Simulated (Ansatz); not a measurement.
Consider the ligand exchange at a Mo–O bond: `[NH]=[Mo](=[NH])([OH])[F]` + HCl → `[NH]=[Mo](=[NH])([F])[Cl]` + H₂O.

Computed with Ansatz on PBE0-D4/def2-TZVP structures; ΔE is electronic, products minus reactants. CCSD(T)/CBS is the MP2 limit (def2-TZVPP, def2-QZVPP) plus CCSD(T) − MP2 in def2-TZVPP, frozen cores. This one scheme is used for every species. Functionals use def2-TZVPP. def2 core potentials past Kr. For Mo outer-core shells are correlated without core-valence functions, which leaves a few kJ/mol of doubt a bond. Each species was taken in one conformer, which may not be the lowest.

```json
{"level": "ωB97X-V", "ΔE (kcal/mol)": "-8.4"}
{"level": "BHLYP", "ΔE (kcal/mol)": "-9.4"}
{"level": "CCSD/def2-SVP", "ΔE (kcal/mol)": "-8.4"}
{"level": "MP2/def2-QZVPP", "ΔE (kcal/mol)": "-15.1"}
```

(1) What does CCSD(T)/CBS give? (Best estimate.)

Largest T1 diagnostic among the species: 0.022, so the coupled-cluster value is less sure than usual.

## Answers

(1) The calculation gave: -11.5 kcal/mol. The listed levels differ from it by 3.1, 2.1, 3.1, -3.6 kcal/mol.

Leaving LDA and LC-ωPBE aside and taking each functional with its dispersion term where it has one, the values, not all of them listed here, spread over 3.9 kcal/mol, from PBE-QIDH to CAM-B3LYP-D4. LDA lies +0.9 kcal/mol from PBE without D4. At CCSD(T), def2-SVP lies +3.3 kcal/mol from the extrapolated value and def2-TZVPP +1.5 kcal/mol. From PBE to PBE0 (25 % exact exchange), in def2-TZVPP and without D4, ΔE moves by −1.1 kcal/mol.
